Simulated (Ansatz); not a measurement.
Reaction (redistribution): `N[SiH2][GaH2]` + `P[SiH2][SeH]` → `P[SiH2][GaH2]` + `N[SiH2][SeH]`

Isolated molecules relaxed with PBE0-D4/def2-TZVP in Ansatz; ΔE leaves out vibrations. CCSD(T)/CBS adds triple-zeta CCSD(T) − MP2 to the extrapolated MP2 energy (def2 sets, frozen cores). DFT in def2-TZVPP. For Ga, Se outer-core shells are correlated without core-valence functions, which leaves a few kJ/mol of doubt a bond. Scalar relativity is left out up to krypton. One conformer a species, not always the lowest.

`N[SiH2][GaH2]`:

Cartesian coordinates in Å:
```
N -1.421 0.765 -0.406
Si -0.488 -0.616 0.047
Ga 1.841 -0.004 0.146
H -1.180 1.668 -0.030
H -2.418 0.687 -0.534
H -0.732 -1.682 -0.967
H -0.868 -1.239 1.360
H 2.281 1.508 0.241
H 2.985 -1.086 0.143
```

`P[SiH2][SeH]`:

Cartesian coordinates in Å:
```
P -0.784 -1.564 0.858
Si -0.259 0.055 -0.609
Se 1.281 1.464 0.315
H 0.573 -1.832 1.181
H -0.956 -0.653 1.935
H -1.499 0.791 -0.963
H 0.282 -0.580 -1.839
H 1.362 2.320 -0.878
```

`P[SiH2][GaH2]`:

Z-matrix (Å, degrees):
```
Si
Ga 1 2.414
P 1 2.266 2 108.3
H 1 1.493 2 109.8 3 -122.7
H 1 1.489 2 112.6 3 117.7
H 2 1.574 1 119.0 3 56.8
H 2 1.572 1 122.4 3 -122.7
H 3 1.420 1 95.4 2 -161.8
H 3 1.421 1 93.9 2 -67.7
```

`N[SiH2][SeH]`:

```xyz
8

N     0.083    1.151   -0.714
Si   -0.541   -0.335   -0.142
Se    0.184   -1.090    1.898
H    -0.027    1.991   -0.167
H     0.961    1.158   -1.209
H    -0.216   -1.344   -1.178
H    -2.000   -0.210    0.086
H     1.556   -1.322    1.426
```

**Question.** Is it downhill or uphill in electronic energy at CCSD(T)/CBS, and by how much? (An estimate is asked.)

**Answer.** The calculation gave: Downhill: ΔE = -4.6 kcal/mol.

**Question.** What do these levels give: BLYP-D4, r2SCAN-D4, r2SCANh-D4, PBE-QIDH, PBE, BHLYP? (Best estimate.)

**Answer.** Ansatz gave: BLYP-D4 -4.5, r2SCAN-D4 -5.0, r2SCANh-D4 -5.0, PBE-QIDH -4.9, PBE -4.8, BHLYP -4.7 kcal/mol.

Largest T1 diagnostic among the species: 0.014.

At CCSD(T), def2-SVP lies −0.8 kcal/mol from the extrapolated value and def2-TZVPP −0.2 kcal/mol. Leaving LDA and LC-ωPBE aside and taking each functional with its dispersion term where it has one, the values, not all of them listed here, spread over 0.6 kcal/mol, from r2SCAN-D4 to ωB97X-V.
